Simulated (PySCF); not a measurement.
CH₁₀FNSi₃. Atoms are numbered in the order given.

```xyz
16

C      2.9760     0.9412     0.0055
Si     1.7775     0.0206     1.1523
Si    -0.0445    -0.8252    -0.0771
N     -1.0438    -1.8163     0.9746
Si    -1.3720     0.9820    -0.7741
F     -2.7301     0.4334    -1.5391
H      3.3497     0.2676    -0.7914
H      3.8473     1.3277     0.5712
H      2.4719     1.8007    -0.4808
H      2.4815    -1.1264     1.8380
H      1.2682     0.9423     2.2318
H      0.5207    -1.4870    -1.3258
H     -1.9404    -2.1395     0.5981
H     -0.5871    -2.5846     1.4752
H     -1.8204     1.8120     0.3994
H     -0.6231     1.8709    -1.7344
```

The structure is a stationary point at PBE-D3(BJ)/def2-SVP. The structure was generated by enumeration; whether it is a known compound was not checked. Other conformers were not sampled.

Computed with KT2/pcSseg-1 (PySCF).

GIAO shieldings, no solvent; atoms listed in one row are averaged. δ = σ(ref) − σ: ¹³C against TMS (σ = 185.1 ppm); ²⁹Si against TMS (σ = 361.9 ppm); ¹⁵N against NH3 (σ = 266.2 ppm); ¹⁹F against CFCl3 (σ = 127.1 ppm); ¹H against TMS (σ = 31.47 ppm), references at their B3LYP-D3(BJ)/def2-TZVP geometries, non-relativistic.

Computed chemical shifts:
| nucleus | atoms | count | δ (ppm) |
|---|---|---|---|
| ¹³C | C1 | 1 | -6.2 |
| ²⁹Si | Si5 | 1 | 19.9 |
| ²⁹Si | Si3 | 1 | -42.6 |
| ²⁹Si | Si2 | 1 | -72.1 |
| ¹⁵N | N4 | 1 | 2.4 |
| ¹⁹F | F6 | 1 | -297.8 |
| ¹H | H15 | 1 | 6.38 |
| ¹H | H16 | 1 | 6.19 |
| ¹H | H12 | 1 | 5.98 |
| ¹H | H10, H11 | 2 | 4.43 |
| ¹H | H13 | 1 | 0.72 |
| ¹H | H7, H8, H9 | 3 | 0.65 |
| ¹H | H14 | 1 | 0.33 |
